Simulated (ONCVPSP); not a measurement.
# An all-electron radial function and its pseudo partner (lanthanum (La))

Columns: radius, all-electron u(r) and pseudo u(r) of the 5p shell (level -22.48 eV) of lanthanum in the configuration [Kr] 4d10 5s2 5p6 5d1 6s2; LDA (Perdew-Wang 92), scalar-relativistic, ONCV scheme, ONCVPSP 4.0.1.

| r (bohr) | all-electron | pseudo |
| --- | --- | --- |
| 0.192 | 0.2950 | 0.0195 |
| 0.385 | -0.2070 | 0.0815 |
| 0.578 | -0.4433 | 0.1906 |
| 0.770 | -0.1320 | 0.3411 |
| 0.962 | 0.2937 | 0.5128 |
| 1.155 | 0.6199 | 0.6741 |
| 1.348 | 0.8023 | 0.7913 |
| 1.540 | 0.8653 | 0.8452 |
| 1.732 | 0.8483 | 0.8367 |
| 1.925 | 0.7840 | 0.7803 |
| 2.118 | 0.6969 | 0.6963 |
| 2.310 | 0.6035 | 0.6034 |
| 2.502 | 0.5126 | 0.5125 |
| 2.695 | 0.4288 | 0.4287 |
| 2.888 | 0.3548 | 0.3548 |
| 3.080 | 0.2915 | 0.2915 |
| 3.272 | 0.2379 | 0.2379 |
| 3.465 | 0.1930 | 0.1930 |
| 3.658 | 0.1559 | 0.1559 |
| 3.850 | 0.1256 | 0.1256 |
| 4.043 | 0.1008 | 0.1008 |
| 4.235 | 0.0808 | 0.0808 |
| 4.428 | 0.0645 | 0.0645 |
| 4.620 | 0.0515 | 0.0515 |
| 4.812 | 0.0410 | 0.0410 |
| 5.005 | 0.0326 | 0.0326 |

Question: How many radial nodes do the two functions have?

Answer: The all-electron 5p function has n − l − 1 = 3 (the table is too coarse to show those close to the nucleus); the pseudo-wave has 0, since the states of the same l below it are removed with the core.

Question: At about which radius was the pseudo-wave matched?

Answer: 2.40 bohr, where the columns begin to agree (steps of 0.19 bohr).

Question: Is the pseudo-wave norm-conserving?

Answer: Yes: the ONCV scheme keeps the norm inside the radius equal to the all-electron one, which fixes the energy derivative of the logarithmic derivative at the level.
